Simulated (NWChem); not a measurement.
CH$_{5}$F$_{2}$NSi; SMILES N[SiH2]C(F)F

```xyz
10

N     -0.6363     1.9851     0.1986
Si     0.5781     0.8188    -0.1811
C     -0.0755    -0.8853     0.4078
F     -1.2447    -1.1537    -0.2466
F      0.8131    -1.8666     0.0988
H     -0.3807     2.9518     0.3623
H     -1.5524     1.9195    -0.2317
H      0.9203     0.6363    -1.6276
H      1.8103     1.1732     0.5808
H     -0.2846    -0.9453     1.4927
```
Atoms are numbered in this order, from 1.

Computed with NWChem. Structure relaxed at the PBE0/def2-SVP level. Level: M06-2X/def2-SVP with SMD (1 M gas to 1 M solution), gas-phase geometry. Reactions with the solvent are ignored.

Q: Among these, which solvent gives the highest value of “solvation free energy (kcal/mol)”?
A. toluene
B. chloroform
C. anisole
D. water

A: D, water. Values: chloroform -3.7; anisole -2.8; toluene -2.2; water -1.3
